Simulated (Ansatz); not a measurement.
Computed with Ansatz on PBE0-D4/def2-TZVP structures; ΔE is electronic, products minus reactants. CCSD(T)/CBS is the MP2 limit (def2-TZVPP, def2-QZVPP) plus CCSD(T) − MP2 in def2-TZVPP, frozen cores. Functionals use def2-TZVPP. B3LYP here is the variant with VWN-RPA as its local correlation; programs differ in this. For Ge outer-core shells are correlated without core-valence functions, which leaves a few kJ/mol of doubt a bond. Scalar relativity is left out up to krypton. One conformer a species, not always the lowest.

Reaction (isomerisation): `[CH3][GeH]([F])[Cl]` → `[F][GeH2][CH2]Cl`

**Question.** Is it downhill or uphill in electronic energy at CCSD(T)/CBS, and by how much? (Best estimate.)

**Answer.** Ansatz gave: Uphill: ΔE = +169.7 kJ/mol.

**Question.** What do these levels give: PBE-D4, PBE0-D4, ωB97X-V, B2PLYP, PBE, PBE0, B3LYP, HF/def2-TZVPP, MP2/def2-TZVPP, SCS-MP2/def2-QZVPP, HF/CBS(def2), CCSD/CBS(def2)? (An estimate is asked.)

**Answer.** The calculation gave: PBE-D4 165.9, PBE0-D4 170.8, ωB97X-V 169.8, B2PLYP 172.6, PBE 166.0, PBE0 170.8, B3LYP 169.9, HF/def2-TZVPP 179.5, MP2/def2-TZVPP 176.6, SCS-MP2/def2-QZVPP 171.7, HF/CBS(def2) 178.8, CCSD/CBS(def2) 170.8 kJ/mol.

Largest T1 diagnostic among the species: 0.011.

From PBE to PBE0 (25 % exact exchange), in def2-TZVPP and without D4, ΔE moves by +4.8 kJ/mol.
